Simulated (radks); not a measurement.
Values are calculated unless marked as measured or tabulated.
Ionisation of the erbium ion Er2+, [Xe] 4f12, to Er3+, [Xe] 4f11, under several functionals. Dirac Kohn-Sham, spin-unpolarised, spherical densities, point nucleus; open shells fill j = l - 1/2 first; a radial shooting solver on a logarithmic mesh with Libxc functionals.

| functional | E(Er2+) (hartree) | Exc (hartree) | IE (eV) | -e(HOMO) (eV) | <r> HOMO (bohr) | IE error (eV) |
|---|---|---|---|---|---|---|
| HCTH/407 | -13106.9002 | -287.1748 | 26.488 | 17.631 | 0.8201 | +3.788 |
| LDA (Slater exchange, Perdew-Wang correlation) | -13090.7822 | -270.6192 | 25.904 | 17.193 | 0.8294 | +3.204 |
| exchange-only PBE | -13095.1732 | -275.0260 | 24.265 | 15.685 | 0.8354 | +1.565 |
| AM05 | -13091.1179 | -270.9637 | 25.640 | 16.921 | 0.8291 | +2.940 |
| RPBE | -13099.5246 | -279.4443 | 25.500 | 16.813 | 0.8308 | +2.800 |
| LDA (Slater exchange, VWN5 correlation) | -13090.8108 | -270.6483 | 25.911 | 17.199 | 0.8293 | +3.211 |
| Wu-Cohen GGA | -13098.0555 | -277.9662 | 25.611 | 16.905 | 0.8299 | +2.911 |

NIST Atomic Spectra Database: 22.70 eV (semi-empirical). Closest: exchange-only PBE. The Delta-SCF values span 2.22 eV, the total energies 16.12 hartree. The highest occupied level is 4f7/2. Spin polarisation and multiplet splitting are left out, so open shells lie too high by an amount that depends on their filling.

Beside tabulated values, note that spin-unpolarised runs miss the spin-polarisation part of the exchange energy of open shells.
